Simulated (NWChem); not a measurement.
System meant: SnNH₄O₂F; SMILES [NH2][Sn]([OH])([OH])[F]

The following NWChem deck was run.

```
start job
memory heap 200 mb stack 900 mb global 1100 mb
geometry units angstroms noautoz
  N     -0.256208    -1.934802    -0.610695
  Sn     0.022690    -0.005338     0.017325
  O     -1.532338     0.732302     1.021431
  O      0.386159     1.334889    -1.413676
  F      1.633999    -0.077795     1.132670
  H      0.158797    -2.553968     0.102437
  H     -1.267098    -2.138054    -0.618931
  H     -1.480477     1.709192     0.998581
  H      1.222095     1.100060    -1.863631
end
basis spherical
  N library def2-svp
  Sn library def2-svp
  O library def2-svp
  F library def2-svp
  H library def2-svp
end
ecp
  Sn library def2-ecp
end
dft
  odft
  mult 2
  xc xpbe96 cpbe96
  iterations 150
  mulliken
end
task dft energy
```

End of the output:

```
 ==============================================================================
                                 internuclear angles
 ------------------------------------------------------------------------------
        center 1       |       center 2       |       center 3       |  degrees
 ------------------------------------------------------------------------------
    2 Sn               |   1 N                |   6 H                |   107.38
    2 Sn               |   1 N                |   7 H                |   108.76
    6 H                |   1 N                |   7 H                |   106.36
    1 N                |   2 Sn               |   3 O                |   113.39
    1 N                |   2 Sn               |   4 O                |   115.97
    1 N                |   2 Sn               |   5 F                |   104.56
    3 O                |   2 Sn               |   4 O                |   104.78
    3 O                |   2 Sn               |   5 F                |   111.61
    4 O                |   2 Sn               |   5 F                |   106.45
    2 Sn               |   3 O                |   8 H                |   108.45
    2 Sn               |   4 O                |   9 H                |   108.94
 ------------------------------------------------------------------------------
                            number of included internuclear angles:         11
 ==============================================================================

 Summary of "ao basis" -> "" (spherical)
 ------------------------------------------------------------------------------
       Tag                 Description            Shells   Functions and Types
 ---------------- ------------------------------  ------  ---------------------
 N                          def2-svp                 6       14   3s2p1d
 Sn                         def2-svp                10       26   4s4p2d
 O                          def2-svp                 6       14   3s2p1d
 F                          def2-svp                 6       14   3s2p1d
 H                          def2-svp                 3        5   2s1p

 Summary of "ao basis" -> "ao basis" (spherical)
 ------------------------------------------------------------------------------
       Tag                 Description            Shells   Functions and Types
 ---------------- ------------------------------  ------  ---------------------
 N                          def2-svp                 6       14   3s2p1d
 Sn                         def2-svp                10       26   4s4p2d
 O                          def2-svp                 6       14   3s2p1d
 F                          def2-svp                 6       14   3s2p1d
 H                          def2-svp                 3        5   2s1p

  number of electrons :                   58
  multiplicity        :                    2
 ------------------------------------------------------------------------
  no. of electrons and multiplicity not compatible                  58
 ------------------------------------------------------------------------
 ------------------------------------------------------------------------
  current input line :
    31: task dft energy
 ------------------------------------------------------------------------
 ------------------------------------------------------------------------
 There is an error in the input file
 ------------------------------------------------------------------------
 For more information see the NWChem manual at https://nwchemgit.github.io

0: no. of electrons and multiplicity not compatible:Received an Error in Communication
```

Problem. Can this run be used? If not, why, and what is the fix?

Solution. The program refused the input. Cause: the multiplicity doesn't fit the number of electrons (an even count wants an odd multiplicity, and the reverse). This input runs:
```
start job
memory heap 200 mb stack 900 mb global 1100 mb
geometry units angstroms noautoz
  N     -0.256208    -1.934802    -0.610695
  Sn     0.022690    -0.005338     0.017325
  O     -1.532338     0.732302     1.021431
  O      0.386159     1.334889    -1.413676
  F      1.633999    -0.077795     1.132670
  H      0.158797    -2.553968     0.102437
  H     -1.267098    -2.138054    -0.618931
  H     -1.480477     1.709192     0.998581
  H      1.222095     1.100060    -1.863631
end
basis spherical
  * library def2-svp
end
ecp
  Sn library def2-ecp
end
dft
  xc xpbe96 cpbe96
  iterations 150
  mulliken
end
task dft energy
```
It converges to -521.23966 Ha (PBE/def2-SVP with def2 effective core potentials on Sn).
